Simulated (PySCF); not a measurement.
A calculated (r2SCAN, PySCF 2.14, aug-cc-pVDZ-DK, scalar relativity by spin-free X2C-1e) atom or ion has these occupied shells.

```
shell  electrons  orbital energy (eV)  rms radius, mean of both spins (bohr)
 1s α          1              -2120.9                                  0.120
 1s β          1              -2120.7                                  0.120
 2s α          1              -202.26                                  0.563
 2s β          1              -202.12                                  0.563
 2p α          3              -150.91                                  0.541
 2p β          3              -150.68                                  0.541
 3s α          1              -34.712                                   1.88
 3s β          1              -33.402                                   1.88
 3p α          1              -25.365                                   2.12
```

Q: Name the element and its charge.

A: P²⁺ (phosphorus, charge +2), in [Ne] 3s2 3p1, 2P determinant.
